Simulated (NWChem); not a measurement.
System: BNH3Cl; SMILES B(N)Cl

```xyz
6

B     -0.5789     0.5333     0.0000
H     -1.7746     0.6763     0.0000
Cl     0.0898    -1.1080     0.0000
N      0.2752     1.6253     0.0000
H     -0.0673     2.5768     0.0000
H      1.2840     1.5394     0.0000
```
Atoms are numbered in this order, from 1.

All runs: NWChem. Structure relaxed at the PBE0/def2-SVP level. Ions are spin-unrestricted doublets at the neutral geometry; other ion states weren't tried.

**Question.** Predict the results for PBE/def2-SVP. Quantities: −ε(HOMO) (eV).

**Answer.** 
```json
{
 "−ε(HOMO) (eV)": "6.77"
}
```
